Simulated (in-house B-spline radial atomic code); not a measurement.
A run on Mo+ (an excited or competing configuration) that did not converge. Method: scalar-relativistic (X2C) wB97X, spin-polarised, spherical fractional occupations, Fermi nucleus of rms radius 4.4091 fm; computed with a B-spline radial code for spherical atoms.

Command:
```bash
python run_scf.py task.json out
```
Settings (nuclear radius in fm, mass in u):
```
Z                42
configuration    [Kr] 4d4 5d1
hamiltonian      x2c
method           wb97x
spin_polarised   True
nucleus          fermi
rms_radius       4.4091
atomic_mass      97.9054
speed_of_light   137.035999084
```

First and last ten iterations of the last attempt (damped for 15 steps, keeping 80 % of the old Fock matrix, then DIIS):
```
 iter        energy (Eh)    residual
    1       -4043.270334    4.38e-01
    2       -4045.806009    2.02e-01
    3       -4046.741895    1.40e-01
    4       -4047.208883    9.51e-02
    5       -4047.440421    6.77e-02
    6       -4047.554731    4.78e-02
    7       -4047.611114    3.37e-02
    8       -4047.639053    2.37e-02
    9       -4047.653070    1.68e-02
   10       -4047.660257    1.19e-02
  111       -4047.670075    8.76e-06
  112       -4047.670075    5.76e-06
  113       -4047.670075    8.43e-06
  114       -4047.670075    9.01e-06
  115       -4047.670075    1.07e-05
  116       -4047.670075    6.58e-06
  117       -4047.670075    8.28e-06
  118       -4047.670075    5.59e-06
  119       -4047.670075    5.81e-06
  120       -4047.670075    5.14e-06
 not converged after 120 iterations
```

The smallest residual met was 1.9e-06; the threshold is about 4e-07. Over the last five steps the energy moves by less than 3e-08 hartree, but the orbitals didn't meet the threshold. Cost of the run: 24 s on 1 thread of Arm Neoverse V1, on a shared host.
